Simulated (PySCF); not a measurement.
B(H)(OH)(OSiH3) (BH5O2Si), SMILES OBO[SiH3].

The structure is a stationary point at B3LYP-D3(BJ)/def2-SVP. The values are those of a single conformer.

The numbers are results of ωB97X/def2-TZVP (PySCF), not measurements.

Symmetry labels are those of the subgroup Cs that the program uses (full group Cs).

Problem. List the valence orbital energies around the gap with their symmetry. (The exact figures need the calculation; the answer reports its results.)

Solution. 
| orbital | symmetry | energy (eV) |
|---|---|---|
| HOMO−7 | A' | -16.18 |
| HOMO−6 | A' | -15.24 |
| HOMO−5 | A" | -14.43 |
| HOMO−4 | A' | -13.05 |
| HOMO−3 | A" | -12.83 |
| HOMO−2 | A' | -12.62 |
| HOMO−1 | A' | -11.64 |
| HOMO | A" | -11.57 |
| LUMO | A' | 2.15 |
| LUMO+1 | A" | 2.85 |
| LUMO+2 | A' | 3.36 |
| LUMO+3 | A' | 3.56 |
